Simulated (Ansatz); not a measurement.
Geometry optimisation, RKS B3LYP-D4/def2-SVP (Ansatz).

Input file:

```yaml
crystal:
  periodic: [false, false, false]
  atoms:
    - { symbol: C, position_ang: [0.5265, -2.2018, -0.3508] }
    - { symbol: Sn, position_ang: [0.2474, -0.4901, 0.9603] }
    - { symbol: "N", position_ang: [-1.2136, 0.7978, 0.182] }
    - { symbol: C, position_ang: [-2.38023, -0.01879, -0.14534] }
    - { symbol: B, position_ang: [-1.42688, 0.30233, -1.29991] }
    - { symbol: F, position_ang: [-0.97707, 0.14239, -2.69034] }
    - { symbol: H, position_ang: [1.2687, -2.8482, 0.0486] }
    - { symbol: H, position_ang: [-0.4533, -2.6699, -0.4638] }
    - { symbol: H, position_ang: [0.8044, -1.7775, -1.3182] }
    - { symbol: H, position_ang: [1.7881, 0.3451, 1.1275] }
    - { symbol: H, position_ang: [-0.2678, -1.0551, 2.5577] }
    - { symbol: H, position_ang: [-2.41481, -1.01134, 0.21788] }
    - { symbol: H, position_ang: [-3.32457, 0.74581, -0.14579] }
basis:
  gaussian: { orbitals: def2-SVP }
hamiltonian:
  xc: b3lyp
  dispersion: d4
relax:
  f_tol: 0.015
  max_steps: 40
```

Command:

```bash
$ ansatz run input.yaml --threads 2 --pin off --max-ram 3072MiB --backend cpu --events-out ev --progress --plain --runs-dir out
```

Problem. Where does it end, and by what steps?

Solution. It converged. After 30 steps the energy has fallen by 2.060 eV; F6 moved furthest, 2.20 Å.

```csv
step,energy less start (eV),largest force component (eV/Å),accepted
0,0.0000,4.486,yes
2,-1.6916,2.584,yes
4,-1.8868,0.573,yes
6,-1.9494,0.757,yes
8,-2.0202,0.156,yes
10,-2.0350,0.156,yes
12,-2.0433,0.153,yes
14,-2.0454,0.057,yes
16,-2.0478,0.187,yes
18,-2.0519,0.053,yes
20,-2.0555,0.107,yes
22,-2.0580,0.074,yes
24,-2.0594,0.022,yes
26,-2.0598,0.015,yes
28,-2.0599,0.023,yes
30,-2.0600,0.010,yes
```

```xyz
13
Properties=species:S:1:pos:R:3
C 0.681 -2.603 0.079
Sn 0.495 -0.546 0.714
N -1.073 0.250 -0.358
C -2.554 -0.101 -0.523
B -1.783 1.049 -1.194
F -1.698 2.100 -1.992
H 1.436 -3.122 0.687
H -0.287 -3.109 0.198
H 0.979 -2.636 -0.978
H 1.871 0.412 0.339
H 0.064 -0.429 2.377
H -2.768 -1.051 -1.036
H -3.184 0.048 0.367
```

Whether the end is a true minimum wasn't checked by a vibrational analysis.

Time of the run: 2.3 min on 2 threads of Arm Neoverse V2, on a shared host, peak memory 0.39 GiB.
